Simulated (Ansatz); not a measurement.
Input and output for Cd10H30Se10.

```yaml
crystal:
  periodic: [false, false, false]
  atoms:
    - {symbol: Cd, position_ang: [-2.643115, -2.446338, -0.578426]}
    - {symbol: Cd, position_ang: [-3.570100, 1.622855, -4.064588]}
    - {symbol: Cd, position_ang: [-2.477606, 0.534724, 2.647549]}
    - {symbol: Cd, position_ang: [-1.887025, 3.557050, -2.130649]}
    - {symbol: Cd, position_ang: [1.924976, -1.816501, -3.507818]}
    - {symbol: Cd, position_ang: [0.353696, -2.566827, 2.462364]}
    - {symbol: Cd, position_ang: [4.028884, -3.583195, -1.767080]}
    - {symbol: Cd, position_ang: [0.597840, 0.637444, -0.582930]}
    - {symbol: Cd, position_ang: [1.634445, 4.018698, 3.648775]}
    - {symbol: Cd, position_ang: [3.514738, 2.102248, 1.878572]}
    - {symbol: Se, position_ang: [-3.742608, -0.307661, -1.913082]}
    - {symbol: Se, position_ang: [-0.381683, -2.807709, -2.304114]}
    - {symbol: Se, position_ang: [-0.974913, -0.877462, 0.914750]}
    - {symbol: Se, position_ang: [-0.639945, 1.162015, -2.900137]}
    - {symbol: Se, position_ang: [-2.843093, 2.383472, 0.349738]}
    - {symbol: Se, position_ang: [-0.365217, 1.914575, 3.754804]}
    - {symbol: Se, position_ang: [2.869958, -0.670199, -1.118088]}
    - {symbol: Se, position_ang: [1.831549, -3.742071, 0.345037]}
    - {symbol: Se, position_ang: [2.308816, -0.366936, 2.825673]}
    - {symbol: Se, position_ang: [1.118335, 2.936562, 0.687013]}
    - {symbol: H, position_ang: [-3.462159, -3.854138, -0.125635]}
    - {symbol: H, position_ang: [-3.781848, 0.955771, -5.584509]}
    - {symbol: H, position_ang: [-6.656541, 2.151668, -3.380068]}
    - {symbol: H, position_ang: [-3.927794, 0.218880, 3.451997]}
    - {symbol: H, position_ang: [-3.541662, 3.029274, -2.934239]}
    - {symbol: H, position_ang: [-1.101198, 5.045213, -2.021429]}
    - {symbol: H, position_ang: [2.044925, -1.083139, -5.024156]}
    - {symbol: H, position_ang: [2.835279, -3.537631, -3.061874]}
    - {symbol: H, position_ang: [0.138042, -3.475291, 3.866015]}
    - {symbol: H, position_ang: [3.239593, -6.721153, -1.987016]}
    - {symbol: H, position_ang: [5.462624, -3.802894, -0.942218]}
    - {symbol: H, position_ang: [0.976293, 5.530212, 3.932614]}
    - {symbol: H, position_ang: [2.346134, 2.861376, 6.690618]}
    - {symbol: H, position_ang: [4.997377, 1.986047, 1.084724]}
    - {symbol: H, position_ang: [3.018755, 2.873163, 3.560876]}
    - {symbol: H, position_ang: [-5.157917, -0.410750, -1.527011]}
    - {symbol: H, position_ang: [-6.558077, 1.399191, -3.357612]}
    - {symbol: H, position_ang: [-0.455173, -4.166418, -2.864968]}
    - {symbol: H, position_ang: [0.705842, -3.348653, -0.889770]}
    - {symbol: H, position_ang: [0.471411, 1.874520, -3.551417]}
    - {symbol: H, position_ang: [-3.329669, 1.136627, -0.568905]}
    - {symbol: H, position_ang: [-4.205270, 2.938470, 0.426869]}
    - {symbol: H, position_ang: [-0.491547, 1.516940, 5.164900]}
    - {symbol: H, position_ang: [1.598884, 2.799336, 6.572668]}
    - {symbol: H, position_ang: [3.564558, 0.425405, -1.812432]}
    - {symbol: H, position_ang: [3.499865, -6.603303, -1.283540]}
    - {symbol: H, position_ang: [1.339654, -5.126468, 0.427624]}
    - {symbol: H, position_ang: [2.870737, -0.465251, 4.183938]}
    - {symbol: H, position_ang: [1.086527, 0.559643, 3.328827]}
    - {symbol: H, position_ang: [1.814422, 3.608660, -0.422204]}
basis:
  gaussian: {orbitals: def2-mTZVPP, fitting: {mean_field: def2-universal-jkfit}}
hamiltonian: {xc: {name: wB97X-V}}
scf: {omitted_lower_state_checks: [starts]}
```

```sh
$ ansatz run in.yaml --threads 11 --pin off --events-out ev --progress --plain --max-ram 110592MiB --backend cuda --devices 0, --max-vram 75GiB
```

Shortened log:

```
Functional definition: wB97X-V
5750 factors; integrals over basis functions are off by at most 5.2e-1 eV
5750 factors; integrals over basis functions are off by at most 5.3e-7 eV
mean field evaluation 1: about -699568.2411 eV, gradient 4.8e1 eV
mean field evaluation 2: about -699572.4846 eV, gradient 3.8e1 eV
mean field evaluation 4: about -699574.5991 eV, gradient 1.8e0 eV
mean field evaluation 8: about -699574.6432 eV, gradient 1.9e-1 eV
mean field evaluation 16: about -699574.6433 eV, gradient 1.1e-4 eV
mean field -699574.64332841 eV, -25708.8939535946 hartree, gradient 4.4e-5 eV, S^2 0.000000; 0 other end points of the search recorded, 0 dependent functions left out
reference -699574.64332142 eV, -25708.8939533378 hartree; 285, 285 occupied and 555, 555 virtual orbitals, 5750 factors
Total energy: -699574.64332142 eV, -25708.8939533378 hartree
Checks for a lower state left out: starts
```

It took 12 s on 11 threads of AMD EPYC 7R13 on a shared host and a whole NVIDIA H100 80GB HBM3, peak host memory 2 GiB.

In the def2 sets Cd takes a core potential; there is no spin–orbit coupling. The geometry of the charge 0 singlet is only loosely relaxed.
